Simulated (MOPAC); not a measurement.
MOPAC input (AM1):

```
AM1 FORCE THERMO(298,298) PRECISE LET UHF MS=0.5 GEO-OK AUX(PRECISION=9) THREADS=1
C5H9O

C     2.53527751 1    0.63716285 1   -0.54062831 1
C     1.36957186 1   -0.20254816 1   -0.08849472 1
C     0.06442201 1    0.55193257 1   -0.21320654 1
C    -1.12035779 1   -0.25863712 1    0.23037929 1
O    -1.01498326 1   -1.42517491 1    0.65211061 1
C    -2.40503641 1    0.40239564 1    0.13798149 1
H     2.61842266 1    1.56478010 1    0.07598698 1
H     2.41667690 1    0.93703377 1   -1.61002591 1
H     3.48662626 1    0.06089508 1   -0.43990605 1
H     1.31243510 1   -1.14279773 1   -0.69851437 1
H     1.51316299 1   -0.51831283 1    0.97880703 1
H    -0.09836741 1    0.86158129 1   -1.28031874 1
H     0.10327972 1    1.48891251 1    0.40458714 1
H    -2.47749931 1    1.42556448 1   -0.23430886 1
H    -3.31357503 1   -0.12252836 1    0.44214410 1
```

From the output:

```
     H   15   0.001959   0.478998   5.778865

          HEAT OF FORMATION =     -28.012959 KCALS/MOLE

          ZERO POINT ENERGY      80.931 KCAL/MOL

           NORMAL COORDINATE ANALYSIS (Total motion = 1 Angstrom)

   Root No.       1         2         3         4         5         6         7         8

                 1 A"      2 A"      3 A"      1 A'      4 A"      2 A'      3 A'      5 A"

                  38.6      67.1     167.1     186.6     201.7     377.7     423.3     512.1

           1   -0.0000   -0.0000    0.0000   -0.0240    0.0000   -0.0691    0.0010   -0.0000
           2    0.0000    0.0000   -0.0000    0.0553   -0.0000   -0.0524   -0.0159    0.0000
           3   -0.0102   -0.0545    0.0062    0.0000    0.0012   -0.0000   -0.0000   -0.0013
           4    0.0000    0.0000   -0.0000   -0.0207   -0.0000   -0.0630   -0.0029   -0.0000
           5   -0.0000   -0.0000    0.0000   -0.0312    0.0000    0.0252    0.0569    0.0000
           6    0.0512    0.0373   -0.0290   -0.0000   -0.0030    0.0000    0.0000   -0.0092
           7   -0.0000    0.0000    0.0000    0.0186   -0.0000    0.0038    0.0193    0.0000
           8    0.0000   -0.0000   -0.0000   -0.0488    0.0000    0.0020    0.0376   -0.0000
           9   -0.0277    0.0704    0.0130   -0.0000   -0.0193    0.0000    0.0000    0.0110
          10   -0.0000    0.0000    0.0000    0.0158    0.0000    0.0155    0.0247    0.0000
          11    0.0000   -0.0000   -0.0000   -0.0187   -0.0000    0.0033   -0.0357   -0.0000
          12   -0.0097    0.0052    0.0039   -0.0000    0.0044   -0.0000   -0.0000    0.1226
          13   -0.0000   -0.0000    0.0000    0.0632    0.0000    0.0610    0.0145   -0.0000
          14    0.0000    0.0000   -0.0000    0.0151   -0.0000    0.0332   -0.0404    0.0000
          15   -0.0410   -0.0151    0.0022   -0.0000    0.0170   -0.0000   -0.0000   -0.0445
          16    0.0000   -0.0000   -0.0000   -0.0502   -0.0000    0.0451   -0.0536   -0.0000
          17   -0.0000    0.0000   -0.0000    0.0140    0.0000   -0.0045   -0.0018    0.0000
          18    0.0413   -0.0375    0.0019    0.0000   -0.0013   -0.0000    0.0000   -0.0170
          19    0.0371    0.0554   -0.0201    0.0085   -0.0028   -0.1093   -0.0335   -0.0051
          20   -0.0676   -0.0122   -0.1945    0.0807    0.0092   -0.0860   -0.0442   -0.0039
          21   -0.0654   -0.0859   -0.0967    0.0002    0.0077   -0.0003   -0.0004   -0.0012
          22   -0.0371   -0.0554    0.0201    0.0085    0.0028   -0.1093   -0.0335    0.0051
          23    0.0676    0.0122    0.1945    0.0807   -0.0092   -0.0860   -0.0442    0.0039
          24   -0.0654   -0.0859   -0.0967   -0.0002    0.0077    0.0003    0.0004   -0.0012
          25    0.0000   -0.0000    0.0000   -0.0889   -0.0000    0.0095    0.0708    0.0000
          26   -0.0000    0.0000   -0.0000    0.0798    0.0000   -0.0833   -0.0430   -0.0000
          27    0.0523   -0.0644    0.2407    0.0000   -0.0081   -0.0000   -0.0000    0.0059
          28   -0.0371   -0.0536    0.0208   -0.0478    0.0022   -0.0656    0.0089    0.0073
          29    0.0647   -0.0006   -0.0304   -0.0476    0.0098    0.0214    0.0614   -0.0269
          30    0.1063    0.0595   -0.0560    0.0004    0.0020    0.0008    0.0004   -0.0298
          31    0.0371    0.0536   -0.0208   -0.0478   -0.0022   -0.0656    0.0089   -0.0073
          32   -0.0647    0.0006    0.0304   -0.0476   -0.0098    0.0214    0.0614    0.0269
          33    0.1063    0.0595   -0.0560   -0.0004    0.0020   -0.0008   -0.0004   -0.0298
          34   -0.0166    0.0394    0.0104    0.0200   -0.0191    0.0223    0.0470   -0.1525
          35    0.0571   -0.0358   -0.0318   -0.0447    0.0185    0.0149    0.0564    0.0822
          36   -0.0698    0.1082    0.0372    0.0001   -0.0388   -0.0000   -0.0005   -0.1090
          37    0.0166   -0.0394   -0.0104    0.0200    0.0191    0.0223    0.0470    0.1525
          38   -0.0571    0.0358    0.0318   -0.0447   -0.0185    0.0149    0.0564   -0.0822
          39   -0.0698    0.1082    0.0372   -0.0001   -0.0388    0.0000    0.0005   -0.1090
          40    0.0000   -0.0000    0.0000   -0.0989    0.0000    0.0827   -0.1414   -0.0000
          41   -0.0000    0.0000   -0.0000   -0.0198   -0.0000    0.0200   -0.0602    0.0000
          42    0.0611   -0.0111    0.0177    0.0000    0.4088   -0.0000    0.0000   -0.1515
          43    0.0000   -0.0000   -0.0000   -0.0566   -0.0000    0.0510   -0.0670   -0.0000
          44   -0.0000    0.0000    0.0000    0.0737    0.0000   -0.0507    0.1072    0.0000
          45    0.0603   -0.0973   -0.0149    0.0000   -0.3976   -0.0000    0.0000   -0.1328

   Root No.       9        10        11        12        13        14        15        16

                 4 A'      6 A"      7 A"      8 A"      5 A'      6 A'      9 A"      7 A'

                 617.6     770.7     820.6     928.9     949.7    1014.7    1094.7    1117.2

           1   -0.0342    0.0000   -0.0000   -0.0000   -0.0093    0.0127   -0.0000   -0.0045
           2   -0.0144   -0.0000    0.0000    0.0000   -0.0213    0.0360    0.0000   -0.0223
           3    0.0000    0.0008   -0.0042   -0.0181   -0.0000    0.0000   -0.0190   -0.0000
           4   -0.0210    0.0000   -0.0000   -0.0000   -0.0009    0.0025    0.0000   -0.0021
           5   -0.0216   -0.0000    0.0000    0.0000   -0.0189    0.0057   -0.0000    0.0126
           6   -0.0000    0.0222   -0.0211   -0.0094   -0.0000    0.0000    0.0281    0.0000
           7    0.0547    0.0000    0.0000    0.0000   -0.0423   -0.0125   -0.0000    0.0659
           8   -0.0334   -0.0000   -0.0000   -0.0000    0.0319   -0.0206    0.0000   -0.0134
           9   -0.0000    0.0214    0.0049    0.0373    0.0000   -0.0000   -0.0394   -0.0000
          10    0.0646   -0.0000    0.0000   -0.0000    0.0099   -0.0096    0.0000   -0.0295
          11    0.0431    0.0000   -0.0000    0.0000   -0.0030    0.0045   -0.0000    0.0226
          12   -0.0000   -0.0138    0.0259   -0.0330   -0.0000    0.0000    0.0390    0.0000
          13   -0.0623    0.0000   -0.0000    0.0000    0.0132   -0.0027   -0.0000   -0.0304
          14   -0.0381   -0.0000    0.0000   -0.0000   -0.0021    0.0132    0.0000    0.0495
          15   -0.0000    0.0030   -0.0050    0.0060   -0.0000    0.0000   -0.0056    0.0000
          16    0.0304   -0.0000   -0.0000    0.0000    0.0410    0.0273   -0.0000    0.0013
          17    0.0776    0.0000    0.0000   -0.0000   -0.0079   -0.0214    0.0000   -0.0642
          18    0.0000   -0.0230   -0.0492    0.0152   -0.0000   -0.0000   -0.0097   -0.0000
          19   -0.0404    0.0605   -0.0703   -0.1302    0.0574   -0.0797   -0.0857    0.0422
          20   -0.0208   -0.0032    0.0017   -0.0000    0.0399   -0.0491   -0.0010    0.0198
          21    0.0002   -0.0311    0.0318    0.0475    0.0019   -0.0026    0.0240    0.0007
          22   -0.0404   -0.0605    0.0703    0.1302    0.0574   -0.0797    0.0857    0.0422
          23   -0.0208    0.0032   -0.0017    0.0000    0.0399   -0.0491    0.0010    0.0198
          24   -0.0002   -0.0311    0.0318    0.0475   -0.0019    0.0026    0.0240   -0.0007
          25   -0.0262   -0.0000    0.0000    0.0000   -0.1509    0.2094    0.0000   -0.1017
          26   -0.0184    0.0000   -0.0000   -0.0000    0.0380   -0.0466   -0.0000    0.0186
          27    0.0000   -0.0285    0.0323    0.0512    0.0000   -0.0000    0.0238    0.0000
          28   -0.0480    0.0597   -0.0658   -0.1080    0.0321   -0.0317   -0.0320   -0.0076
          29   -0.0396   -0.1102    0.0691   -0.0388    0.0085   -0.0226   -0.1010    0.0114
          30   -0.0002   -0.0797    0.0568    0.0160   -0.0007   -0.0005   -0.0272    0.0028
          31   -0.0480   -0.0597    0.0658    0.1080    0.0321   -0.0317    0.0320   -0.0076
          32   -0.0396    0.1102   -0.0691    0.0388    0.0085   -0.0226    0.1010    0.0114
          33    0.0002   -0.0797    0.0568    0.0160    0.0007    0.0005   -0.0272   -0.0028
          34    0.0533   -0.0340   -0.0418   -0.0281   -0.0582   -0.0490    0.1940    0.1446
          35   -0.0409    0.0932   -0.0299    0.1067    0.0233   -0.0443    0.0429    0.0199
          36    0.0037   -0.0574    0.0064   -0.0498   -0.0060    0.0011    0.0221    0.0164
          37    0.0533    0.0340    0.0418    0.0281   -0.0582   -0.0490   -0.1940    0.1446
          38   -0.0409   -0.0932    0.0299   -0.1067    0.0233   -0.0443   -0.0429    0.0199
          39   -0.0037   -0.0574    0.0064   -0.0498    0.0060   -0.0011    0.0221   -0.0164
          40   -0.0559    0.0000    0.0000   -0.0000   -0.1170   -0.0972    0.0000   -0.1302
          41    0.0217   -0.0000   -0.0000    0.0000   -0.1093   -0.1015   -0.0000   -0.1503
          42    0.0000    0.1095    0.1832   -0.0388   -0.0000   -0.0000    0.0198   -0.0000
          43    0.0159    0.0000    0.0000   -0.0000    0.0137    0.0071    0.0000   -0.0133
          44    0.1919   -0.0000   -0.0000    0.0000    0.1909    0.1204   -0.0000    0.0157
          45    0.0000    0.1153    0.1941   -0.0402    0.0000    0.0000    0.0188    0.0000

   Root No.      17        18        19        20        21        22        23        24

                10 A"     11 A"      8 A'      9 A'     10 A'     11 A'     12 A'     12 A"

                1193.3    1204.5    1229.0    1251.0    1299.4    1375.6    1382.7    1393.4

           1    0.0000    0.0000    0.0709   -0.0101   -0.0041   -0.0085    0.0001   -0.0000
           2   -0.0000   -0.0000   -0.0195   -0.0100    0.0112   -0.0058   -0.0015    0.0000
           3    0.0452    0.0068   -0.0000   -0.0000    0.0000   -0.0000   -0.0000   -0.0417
           4   -0.0000   -0.0000   -0.0665    0.0035   -0.0089    0.0297   -0.0112   -0.0000
           5    0.0000    0.0000    0.0350    0.0551   -0.0112    0.0183   -0.0027    0.0000
           6   -0.0377   -0.0416    0.0000    0.0000   -0.0000   -0.0000    0.0000   -0.0013
           7   -0.0000    0.0000   -0.0192    0.0001   -0.0287    0.0265    0.0192    0.0000
           8    0.0000   -0.0000   -0.0288   -0.0540   -0.0265   -0.0074   -0.0456   -0.0000
           9   -0.0052    0.0312   -0.0000   -0.0000   -0.0000   -0.0000   -0.0000    0.0005
          10    0.0000    0.0000   -0.0104    0.0047   -0.0260   -0.0290    0.0003    0.0000
          11   -0.0000   -0.0000   -0.0127    0.0057   -0.0236   -0.0172    0.0019   -0.0000
          12    0.0054    0.0092   -0.0000    0.0000   -0.0000    0.0000    0.0000    0.0004
          13   -0.0000    0.0000    0.0013   -0.0009    0.0001   -0.0006   -0.0027   -0.0000
          14   -0.0000    0.0000   -0.0022   -0.0022    0.0012    0.0034    0.0012   -0.0000
          15   -0.0006   -0.0007   -0.0000   -0.0000    0.0000    0.0000    0.0000   -0.0000
          16    0.0000   -0.0000    0.0128    0.0023    0.0148   -0.0064    0.0050    0.0000
          17   -0.0000    0.0000    0.0173   -0.0000    0.0179   -0.0235    0.0074   -0.0000
          18   -0.0011   -0.0014    0.0000    0.0000    0.0000   -0.0000    0.0000   -0.0000
          19    0.1545    0.0338    0.1485    0.0168   -0.0222   -0.0168    0.0059    0.1305
          20    0.0006   -0.0019    0.0289    0.0295    0.0029   -0.0106    0.0276    0.2132
          21   -0.0321   -0.0140   -0.0135    0.0073    0.0038    0.0012    0.0130    0.0485
          22   -0.1545   -0.0338    0.1485    0.0168   -0.0222   -0.0168    0.0059   -0.1305
          23   -0.0006    0.0019    0.0289    0.0295    0.0029   -0.0106    0.0276   -0.2132
          24   -0.0321   -0.0140    0.0135   -0.0073   -0.0038   -0.0012   -0.0130    0.0485
          25   -0.0000   -0.0000    0.0281   -0.0640    0.0423   -0.0608    0.0336    0.0000
          26    0.0000    0.0000   -0.0016    0.0177   -0.0071    0.0150   -0.0117   -0.0000
          27   -0.0314   -0.0232   -0.0000    0.0000   -0.0000    0.0000   -0.0000    0.4151
          28   -0.2098    0.0906   -0.1461    0.1106    0.1260   -0.0537    0.0428    0.0065
          29   -0.0652    0.1528    0.0042    0.1481    0.0548   -0.0254    0.0415    0.0037
          30    0.0174    0.0191    0.0233    0.0152   -0.0140    0.0081    0.0067   -0.0035
          31    0.2098   -0.0906   -0.1461    0.1106    0.1260   -0.0537    0.0428   -0.0065
          32    0.0652   -0.1528    0.0042    0.1481    0.0548   -0.0254    0.0415   -0.0037
```
